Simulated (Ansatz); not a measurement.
This geometry of ClF3H2OW (8 atoms, charge 0, multiplicity 1) is a first-order saddle point.

Level of theory: RKS B3LYP-D4/def2-SVP in Ansatz 0.2.0.

```xyz
8
Properties=species:S:1:pos:R:3
W -0.122 -0.038 -0.241
Cl 0.834 0.179 2.466
H 1.244 0.089 1.001
F 0.215 1.783 -0.319
F -1.691 0.146 0.754
O 0.170 -1.832 -0.002
H 0.662 -2.570 0.381
F 0.160 -0.124 -2.076
```

Q: Which two structures does it join? (They come from a converged band through this point; their orientation in space is the band's.)

A: Bonds broken: W1–Cl2, W1–H3. Bonds formed: Cl2–H3. ClF3H2OW becomes ClH + F3HOW.

First end point:

```xyz
8
Properties=species:S:1:pos:R:3
W 0.060 -0.030 0.137
Cl 0.835 -0.075 2.331
H 1.676 0.331 -0.275
F 0.028 1.804 0.459
F -1.774 0.219 -0.228
O 0.155 -1.872 0.297
H 0.325 -2.545 0.970
F 0.168 -0.200 -1.727
```

Last end point:

```xyz
8
Properties=species:S:1:pos:R:3
W -0.665 0.055 -0.657
Cl 2.185 -1.172 2.367
H 2.036 0.047 1.957
F -0.642 1.873 -1.049
F -2.182 0.311 0.378
O -0.121 -1.451 0.227
H 0.506 -1.759 0.908
F 0.357 -0.270 -2.168
```

Q: How far does it lie above each of them?

A: 1.03 eV above the first and 0.50 eV above the second. This is the barrier of this one path; another mechanism may lie lower. The orbitals stay closed-shell, which can raise the energy where a bond breaks towards radicals; this wasn't checked here.

Run time: 5.3 min on 4 threads of Arm Neoverse V1, on a shared host, peak memory 0.3 GiB.
